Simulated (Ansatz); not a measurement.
Job for Ansatz (an electronic-structure program): U-r2SCAN/cc-pVTZ on Se2, 2S+1 = 3, a point of a bond scan (R = 2.188 Å).

Ansatz 0.2 input:
```yaml
crystal:
  periodic: [false, false, false]
  atoms:
    - {symbol: Se, position_ang: [-0.00000000, -0.00000000, -1.09408457]}
    - {symbol: Se, position_ang: [0.00000000, 0.00000000, 1.09408457]}
basis:
  gaussian:
    orbitals: cc-pVTZ
hamiltonian:
  xc: {name: r2SCAN}
magnetization: {spin_polarized: true, initial_magnetization: 2}
```

The head of its log:

```
WARN ansatz: RAYON_NUM_THREADS=1 ignored (pool sized by the plan → 1); use --threads N
Functional definition: r2SCAN
integrals: 0.03 GiB planned
760 factors; their error is unknown
mean field: 0.29 GiB planned
mean field evaluation 1: about -130701.0548 eV, gradient 6.7e0 eV
mean field evaluation 2: about -130701.1650 eV, gradient 4.2e0 eV
```

Q: Predict the final total energy.

A: -4803.1821 hartree.
